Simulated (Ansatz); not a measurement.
A short molecular-dynamics run on C2H11BClNSi (`C[B-](C)(Cl)[NH2+][SiH3]`).

```yaml
crystal:
  periodic: [false, false, false]
  atoms:
    - {symbol: C, position_ang: [-0.833620, 0.577451, -1.247653]}
    - {symbol: B, position_ang: [0.047230, -0.541473, -0.520065]}
    - {symbol: C, position_ang: [-0.627834, -1.982758, -0.371895]}
    - {symbol: Cl, position_ang: [1.772668, -0.676990, -1.284566]}
    - {symbol: N, position_ang: [0.413239, -0.029953, 1.020949]}
    - {symbol: Si, position_ang: [0.935221, 1.693923, 1.174201]}
    - {symbol: H, position_ang: [-0.339024, 1.549779, -1.352494]}
    - {symbol: H, position_ang: [-1.064957, 0.246311, -2.263540]}
    - {symbol: H, position_ang: [-1.794326, 0.743978, -0.744557]}
    - {symbol: H, position_ang: [-1.600890, -1.931977, 0.134332]}
    - {symbol: H, position_ang: [-0.811591, -2.416361, -1.358310]}
    - {symbol: H, position_ang: [-0.003173, -2.699077, 0.173487]}
    - {symbol: H, position_ang: [1.139474, -0.665824, 1.344725]}
    - {symbol: H, position_ang: [-0.405193, -0.205480, 1.601216]}
    - {symbol: H, position_ang: [-0.310375, 2.487471, 1.240019]}
    - {symbol: H, position_ang: [1.669785, 1.799016, 2.459298]}
    - {symbol: H, position_ang: [1.794567, 2.051564, 0.035354]}
basis:
  gaussian: {orbitals: "6-31G*"}
hamiltonian: {xc: {name: r2SCAN}, dispersion: d3bj}
md: {timestep: 2 fs, n_steps: 20, ensemble: nve, temperature: 1500, initial_velocities: maxwell_boltzmann, seed: 178}
```

```sh
$ ansatz run in.yaml --threads 4 --pin off --events-out ev --progress --plain --max-ram 11315MiB
```

| step | time (fs) | potential energy (eV) | kinetic (eV) | T (K) | conserved (eV) |
| --- | --- | --- | --- | --- | --- |
| 0 | 0.0 | -24817.2262 | 2.9083 | 1500 | -24814.3179 |
| 1 | 2.0 | -24815.7345 | 1.9211 | 991 | -24813.8134 |
| 2 | 4.0 | -24815.5696 | 1.5975 | 824 | -24813.9721 |
| 3 | 6.0 | -24815.4047 | 1.4224 | 734 | -24813.9823 |
| 4 | 8.0 | -24815.0880 | 1.1982 | 618 | -24813.8898 |
| 5 | 10.0 | -24815.8217 | 1.6496 | 851 | -24814.1720 |
| 6 | 12.0 | -24815.5619 | 1.5995 | 825 | -24813.9624 |
| 7 | 14.0 | -24815.4833 | 1.5030 | 775 | -24813.9803 |
| 8 | 16.0 | -24815.4090 | 1.4676 | 757 | -24813.9414 |
| 9 | 18.0 | -24815.5780 | 1.5777 | 814 | -24814.0003 |
| 10 | 20.0 | -24815.5824 | 1.6597 | 856 | -24813.9227 |
| 11 | 22.0 | -24816.1076 | 1.9023 | 981 | -24814.2053 |
| 12 | 24.0 | -24815.1594 | 1.1531 | 595 | -24814.0062 |
| 13 | 26.0 | -24815.1813 | 1.1613 | 599 | -24814.0200 |
| 14 | 28.0 | -24815.5427 | 1.3507 | 697 | -24814.1920 |
| 15 | 30.0 | -24814.8735 | 1.0574 | 545 | -24813.8161 |
| 16 | 32.0 | -24815.7715 | 1.6376 | 845 | -24814.1339 |
| 17 | 34.0 | -24814.9273 | 1.1204 | 578 | -24813.8069 |
| 18 | 36.0 | -24815.5548 | 1.5787 | 814 | -24813.9761 |
| 19 | 38.0 | -24815.7164 | 1.6518 | 852 | -24814.0646 |
| 20 | 40.0 | -24815.4846 | 1.5268 | 787 | -24813.9577 |

Velocities are drawn at the set temperature; a run this short doesn't reach equilibrium.

Frames (Å, forces in eV/Å):

```xyz
17
time=0.0 fs
C    -0.834    0.577   -1.248    0.027   -0.009    0.053
B     0.047   -0.541   -0.520   -0.133   -0.029   -0.176
C    -0.628   -1.983   -0.372    0.024    0.037    0.050
Cl    1.773   -0.677   -1.285    0.228   -0.029   -0.106
N     0.413   -0.030    1.021   -0.018   -0.035   -0.082
Si    0.935    1.694    1.174    0.109    0.293    0.034
H    -0.339    1.550   -1.352    0.049    0.135   -0.040
H    -1.065    0.246   -2.264   -0.034   -0.047   -0.131
H    -1.794    0.744   -0.745   -0.138    0.030    0.065
H    -1.601   -1.932    0.134   -0.137   -0.004    0.068
H    -0.812   -2.416   -1.358   -0.017   -0.049   -0.128
H    -0.003   -2.699    0.173    0.074   -0.121    0.074
H     1.139   -0.666    1.345    0.167   -0.172    0.120
H    -0.405   -0.205    1.601   -0.213   -0.061    0.157
H    -0.310    2.487    1.240   -0.031    0.024    0.008
H     1.670    1.799    2.459    0.027    0.020    0.042
H     1.795    2.052    0.035    0.016    0.018   -0.009
17
time=4.0 fs
C    -0.826    0.608   -1.268   -3.400   -0.665   -1.614
B     0.010   -0.541   -0.572    0.781   -0.022    0.984
C    -0.610   -1.965   -0.303   -1.735   -2.570   -0.119
Cl    1.777   -0.673   -1.276    0.066   -0.147   -0.247
N     0.393   -0.029    0.950   -0.829   -0.399    3.664
Si    0.960    1.686    1.176   -2.956    0.487    2.440
H    -0.327    1.649   -1.370   -1.189   -1.533    0.119
H    -1.287    0.226   -2.358    1.740    1.133    2.455
H    -1.886    0.556   -0.685    2.225    1.049   -0.892
H    -1.638   -2.213    0.230    1.663    1.200   -0.978
H    -0.702   -2.410   -1.292   -0.672   -0.028   -0.657
H     0.037   -2.776    0.081    0.478    0.702    0.599
H     1.016   -0.653    1.514    0.527    0.176   -1.523
H    -0.394   -0.196    1.676    0.294    0.823   -1.866
H    -0.414    2.537    1.354    1.736   -0.859   -0.516
H     1.546    1.709    2.569    0.135    0.023   -0.497
H     1.833    2.005    0.139    1.136    0.629   -1.352
17
time=8.0 fs
C    -0.857    0.627   -1.305    2.028   -2.265    3.127
B    -0.016   -0.541   -0.611    1.135    0.116    1.305
C    -0.614   -1.970   -0.243    3.891   -3.808   -3.437
Cl    1.783   -0.669   -1.268   -0.064   -0.238   -0.322
N     0.374   -0.027    0.907   -2.106    0.980    3.702
Si    0.972    1.681    1.189    0.223    0.066   -0.021
H    -0.460    1.578   -1.372    0.850    2.230    0.031
H    -1.280    0.349   -2.152   -1.289   -1.369   -4.918
H    -1.701    0.518   -0.726   -2.464    0.981    2.111
H    -1.476   -2.333    0.208   -2.295    0.326    1.204
H    -0.685   -2.406   -1.305   -0.357    0.219    0.928
H     0.206   -2.834    0.130   -1.493    2.602   -0.504
H     0.980   -0.630    1.475    0.533   -0.444   -0.993
H    -0.498   -0.111    1.620    1.616    0.439   -2.279
H    -0.279    2.470    1.394    0.204    0.186   -0.587
H     1.446    1.622    2.611    0.475    0.048   -0.331
H     2.000    2.036    0.088   -0.888   -0.069    0.984
17
time=12.0 fs
C    -0.880    0.620   -1.320   -2.231    0.212   -0.479
B    -0.026   -0.539   -0.631    0.837    0.162    1.294
C    -0.583   -2.021   -0.220   -3.686    1.854   -2.329
Cl    1.787   -0.666   -1.261   -0.133   -0.322   -0.442
N     0.342   -0.015    0.896    4.332    1.690   -2.116
Si    0.985    1.675    1.202    2.548   -1.424   -0.740
H    -0.520    1.708   -1.366    0.007   -1.498    0.022
H    -1.340    0.366   -2.382    0.882    0.429    2.142
H    -1.752    0.632   -0.555    0.529    0.323   -1.387
H    -1.539   -2.361    0.305    1.008    1.218   -0.270
H    -0.726   -2.384   -1.217   -0.259   -1.015   -1.018
H     0.194   -2.549    0.124    3.178   -2.318    1.707
H     1.019   -0.673    1.294   -0.672   -0.183    0.155
H    -0.493    0.028    1.321   -4.008   -0.707    2.681
H    -0.142    2.449    1.350   -2.094    1.643   -0.250
H     1.417    1.543    2.606    0.616    0.102    0.146
H     2.054    2.064    0.160   -0.854   -0.167    0.885
17
time=16.0 fs
C    -0.922    0.614   -1.336   -1.821    0.568    0.488
B    -0.026   -0.535   -0.634   -0.097    0.215    0.544
C    -0.575   -2.062   -0.225    1.299    0.595   -0.767
Cl    1.792   -0.665   -1.256   -0.162   -0.144   -0.453
N     0.333    0.017    0.873   -3.218    0.722    0.390
Si    1.008    1.663    1.213   -2.538    0.122    1.806
H    -0.559    1.674   -1.359    0.579   -0.765   -0.185
H    -1.315    0.413   -2.408    0.239    0.113    1.908
H    -1.790    0.790   -0.529    0.825   -0.667   -1.986
H    -1.513   -2.234    0.392    1.184    0.502   -0.313
H    -0.797   -2.497   -1.228    0.516   -0.577    0.727
H     0.435   -2.449    0.272   -2.450   -0.298   -1.017
H     0.983   -0.754    1.143   -1.102    0.507    0.848
H    -0.773    0.059    1.268    3.991   -0.881   -0.400
H    -0.241    2.621    1.264    1.133   -0.832   -0.178
H     1.475    1.481    2.615    0.191    0.262   -0.063
H     2.005    2.076    0.342    1.431    0.559   -1.349
17
time=20.0 fs
C    -0.982    0.613   -1.339    4.213   -1.158    1.420
B    -0.026   -0.528   -0.630   -0.559   -0.181   -1.049
C    -0.555   -2.092   -0.243    2.731    1.517   -0.925
Cl    1.795   -0.664   -1.254   -0.277    0.083   -0.492
N     0.295    0.057    0.853    4.995    0.092   -2.585
Si    1.020    1.652    1.232   -0.714    1.573    0.322
H    -0.492    1.561   -1.379    1.140    0.948   -0.247
H    -1.293    0.452   -2.287   -1.212   -0.960   -3.265
H    -1.758    0.867   -0.750   -3.498    0.332    2.260
H    -1.354   -2.030    0.461   -1.049   -0.327    0.560
H    -0.800   -2.697   -1.155    0.301    0.243    0.998
H     0.407   -2.434    0.312   -1.642   -0.533   -0.952
H     0.801   -0.776    1.118    0.704    0.044    0.957
H    -0.551   -0.034    1.186   -6.041   -0.342    3.050
H    -0.203    2.689    1.153    1.315   -1.227    0.245
H     1.564    1.457    2.616   -0.215    0.227   -0.175
H     2.118    2.151    0.369   -0.194   -0.332   -0.123
17
time=24.0 fs
C    -1.007    0.603   -1.326   -0.911    1.167   -2.405
B    -0.033   -0.524   -0.638   -0.578   -0.966   -0.905
C    -0.511   -2.098   -0.274   -2.323    3.485    1.020
Cl    1.797   -0.663   -1.253   -0.352    0.342   -0.463
N     0.274    0.093    0.819   -3.128   -3.584    2.731
Si    1.029    1.649    1.253    2.850    0.341   -0.839
H    -0.300    1.544   -1.430   -1.597   -1.280    0.078
H    -1.396    0.383   -2.474    1.201    0.356    2.774
H    -2.035    0.935   -0.791    2.427   -0.801   -0.707
H    -1.303   -1.883    0.565    0.334   -0.993   -1.569
H    -0.773   -2.880   -0.960   -0.805    0.093   -0.783
H     0.234   -2.533    0.279    2.572   -1.205    1.585
H     0.708   -0.771    1.227    0.827    1.104   -0.191
H    -0.716   -0.133    1.355    2.336    1.668   -1.422
H     0.009    2.596    1.076   -1.363    1.126    0.223
H     1.623    1.466    2.596   -0.299    0.068    0.222
H     2.220    2.184    0.361   -1.189   -0.921    0.652
17
time=28.0 fs
C    -1.039    0.603   -1.341    0.496   -1.322    0.853
B    -0.049   -0.533   -0.660   -0.095   -0.942   -0.479
C    -0.488   -2.070   -0.289    1.611   -2.791    1.742
Cl    1.798   -0.661   -1.255   -0.420    0.556   -0.459
N     0.226    0.095    0.812    0.384   -0.958    1.935
Si    1.051    1.647    1.270    0.480    0.194   -0.704
H    -0.310    1.379   -1.474   -0.062    1.445   -0.028
H    -1.343    0.350   -2.314   -0.189   -0.690   -1.823
H    -2.022    0.902   -0.896    1.067   -0.015    0.522
H    -1.228   -1.875    0.471   -1.207   -0.384    0.547
H    -0.838   -3.008   -0.848    0.053    2.015   -0.318
H     0.331   -2.739    0.392   -1.335    2.235   -1.487
H     0.745   -0.632    1.319    0.651   -0.254   -0.434
H    -0.631   -0.010    1.362   -0.663    0.650   -0.254
H     0.046    2.649    1.033   -0.780    0.640    0.407
H     1.636    1.487    2.608   -0.333   -0.068    0.439
H     2.163    2.087    0.437    0.342   -0.313   -0.459
17
time=32.0 fs
C    -1.055    0.587   -1.352    2.531   -2.199   -2.430
B    -0.066   -0.554   -0.688   -0.015   -0.347    0.458
C    -0.448   -2.071   -0.281   -1.852    0.303    1.530
Cl    1.797   -0.656   -1.258   -0.471    0.530   -0.348
N     0.190    0.085    0.821   -0.010    1.445    2.535
Si    1.076    1.647    1.283   -2.441    1.491   -0.375
H    -0.344    1.400   -1.523   -0.376    0.621   -0.008
H    -1.307    0.217   -2.389   -0.027    0.449    0.796
H    -1.950    0.893   -0.883   -1.018    0.326    0.931
H    -1.304   -1.928    0.428    0.232    0.080    0.187
H    -0.910   -2.878   -0.811   -0.131   -0.146   -1.884
H     0.263   -2.643    0.309    0.821    0.358    0.295
H     0.856   -0.511    1.345   -0.924   -0.777   -0.124
H    -0.723    0.219    1.396    1.598   -0.967   -1.093
H    -0.037    2.798    1.050    1.272   -1.277    0.625
H     1.598    1.498    2.679   -0.397   -0.039   -0.113
H     2.162    1.943    0.440    1.207    0.150   -0.984
17
time=36.0 fs
C    -1.040    0.546   -1.382   -0.575    0.646   -1.640
B    -0.083   -0.581   -0.709    0.647    0.688    1.273
C    -0.439   -2.068   -0.263   -3.018   -0.240    0.485
Cl    1.794   -0.649   -1.263   -0.586    0.345   -0.316
N     0.168    0.089    0.848   -0.465    2.336    1.826
Si    1.090    1.654    1.294    0.180    0.718   -1.553
H    -0.419    1.520   -1.572   -1.018   -1.582    0.218
H    -1.308    0.112   -2.475   -0.009    1.324    2.370
H    -2.016    0.924   -0.742    2.164   -1.319   -1.705
H    -1.364   -1.971    0.431    1.321   -0.018   -0.291
H    -0.971   -2.721   -1.009    1.349    0.170    0.112
H     0.385   -2.543    0.319   -0.611   -0.105   -0.654
H     0.844   -0.506    1.351   -1.147   -0.801    0.242
H    -0.779    0.313    1.391    2.292   -1.553   -1.104
H     0.051    2.775    1.156    0.657   -0.539    0.124
H     1.503    1.504    2.735   -0.101   -0.010   -0.384
H     2.306    1.814    0.324   -1.080   -0.061    0.997
17
time=40.0 fs
C    -1.028    0.510   -1.427    3.060   -0.904    3.162
B    -0.091   -0.598   -0.713    1.432    1.608    1.322
C    -0.471   -2.060   -0.248    2.527   -0.886   -1.683
Cl    1.789   -0.640   -1.269   -0.625    0.146   -0.297
N     0.154    0.115    0.888    3.434    0.632   -1.034
Si    1.104    1.664    1.297    1.984   -2.696   -0.794
H    -0.614    1.455   -1.599    1.592    1.533   -0.471
H    -1.332    0.165   -2.295   -2.027   -1.690   -4.614
H    -1.812    0.777   -0.817   -2.631    0.058    1.577
H    -1.274   -2.018    0.418   -1.640   -0.212    1.415
H    -0.855   -2.555   -1.207    0.925   -0.319    1.426
H     0.524   -2.531    0.323   -2.773    0.608   -1.853
H     0.667   -0.615    1.385   -0.164   -0.188    0.073
H    -0.698    0.222    1.324   -2.912   -0.018    1.344
H     0.211    2.702    1.279   -1.742    2.165   -0.489
H     1.395    1.507    2.741    0.415   -0.077    0.065
H     2.311    1.682    0.339   -0.855    0.239    0.850
```

It took 83 s on 4 threads of an Arm Neoverse V2 on a shared host, with 0.68 GiB of host memory at the peak.
